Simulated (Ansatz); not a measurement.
Kohn–Sham single points on `[SiH3][SiH]1BO1`.

```yaml
crystal:
  periodic: [false, false, false]
  atoms:
    - {symbol: Si, position_ang: [-0.645474, 0.995388, -1.135418]}
    - {symbol: Si, position_ang: [0.112226, -0.860228, 0.055217]}
    - {symbol: B, position_ang: [0.582848, -0.864767, 1.904157]}
    - {symbol: O, position_ang: [1.529975, -0.483295, 1.043835]}
    - {symbol: H, position_ang: [-1.967347, 0.665198, -1.733359]}
    - {symbol: H, position_ang: [-0.799820, 2.143749, -0.205468]}
    - {symbol: H, position_ang: [0.293956, 1.365378, -2.227782]}
    - {symbol: H, position_ang: [0.398086, -2.037296, -0.807428]}
    - {symbol: H, position_ang: [0.583952, -0.970427, 3.089046]}
basis:
  gaussian: {orbitals: def2-TZVPP}
hamiltonian: {xc: {name: LC-wPBE}}
output: {orbitals: {seedname: orbitals}}
```

```sh
$ ansatz run in.yaml --threads 2 --pin off --events-out ev --progress --plain --max-ram 4352MiB
```

Output, abridged:

```
Functional definition: LC-wPBE
1191 factors; their error is unknown
420 factors; integrals over basis functions are off by at most 2.9e-5 eV
mean field evaluation 1: about -18549.9396 eV, gradient 5.2e1 eV
mean field evaluation 2: about -18545.8408 eV, gradient 7.3e1 eV
mean field evaluation 4: about -18554.8930 eV, gradient 1.4e0 eV
mean field evaluation 8: about -18554.8644 eV, gradient 2.7e-1 eV
mean field evaluation 16: about -18554.8645 eV, gradient 3.2e-5 eV
mean field -18554.86451542 eV, -681.8786940028 hartree, gradient 3.2e-5 eV, S^2 0.000000; 0 other end points of the search recorded, 0 dependent functions left out
reference -18554.86451543 eV, -681.8786940031 hartree; 23, 23 occupied and 193, 193 virtual orbitals, 1191 factors
Total energy: -18554.86451543 eV, -681.8786940031 hartree
```

Hardware: 2 threads of an Arm Neoverse V2 on a shared host. Wall time 2.9 s, peak host memory 0.4 GiB.

Changing it to `hamiltonian: {xc: hse06, dispersion: d4}` (abridged; 3.4 s):

```
Functional definition: HSE06
mean field evaluation 16: about -18551.3487 eV, gradient 2.7e-5 eV
mean field -18551.34872994 eV, -681.7494912694 hartree, gradient 2.7e-5 eV, S^2 0.000000
Total energy: -18551.49662730 eV, -681.7549263971 hartree
```

The same input with `hamiltonian: {xc: {name: B97M-V}}` (abridged; 13 s):

```
Functional definition: B97M-V
mean field evaluation 16: about -18557.4835 eV, gradient 2.9e-4 eV
mean field -18557.48346419 eV, -681.9749385949 hartree, gradient 2.9e-5 eV, S^2 0.000000
Total energy: -18557.48353732 eV, -681.9749412823 hartree
```

The same input with `hamiltonian: {xc: {name: CAM-B3LYP}, dispersion: d4}` (abridged; 3.8 s):

```
Functional definition: CAM-B3LYP
mean field evaluation 16: about -18560.8720 eV, gradient 3.0e-5 eV
mean field -18560.87197400 eV, -682.0994640336 hartree, gradient 3.0e-5 eV, S^2 0.000000
Total energy: -18561.03387753 eV, -682.1054138787 hartree
```

Changing it to `hamiltonian: {xc: {name: revPBE}, dispersion: d4}` (abridged; 2.4 s):

```
Functional definition: revPBE
mean field evaluation 16: about -18557.6712 eV, gradient 3.3e-5 eV
mean field -18557.67120994 eV, -681.9818381240 hartree, gradient 3.3e-5 eV, S^2 0.000000
Total energy: -18558.18303200 eV, -682.0006472379 hartree
```

The same input with `hamiltonian: {xc: {name: B3LYP}, dispersion: d4}` and forces (abridged; 4.9 s):

```
Functional definition: B3LYP
mean field evaluation 16: about -18563.1463 eV, gradient 2.9e-5 eV
mean field -18563.14625931 eV, -682.1830424771 hartree, gradient 2.9e-5 eV, S^2 0.000000
Total energy: -18563.44747969 eV, -682.1941121219 hartree
Atom 0 force    -0.044727     0.103054    -0.078417 eV/Å
Atom 1 force    -0.081069    -0.141890    -0.151517 eV/Å
Atom 2 force    -0.007064    -0.032994     0.240199 eV/Å
Atom 3 force     0.127096     0.048460     0.034403 eV/Å
Atom 4 force     0.079793     0.028102     0.032910 eV/Å
Atom 5 force     0.008205    -0.066919    -0.060793 eV/Å
Atom 6 force    -0.061087    -0.014523     0.063827 eV/Å
Atom 7 force    -0.020089     0.065185     0.038996 eV/Å
Atom 8 force    -0.001058     0.011526    -0.119608 eV/Å
Dipole moment:    -0.216553    -0.021186    -0.092177 e Å
```

HSE06 is the plane-wave form, built on full-range PBE exchange.

B3LYP takes the VWN-RPA correlation (the form of Gaussian; ORCA's B3LYP/G).
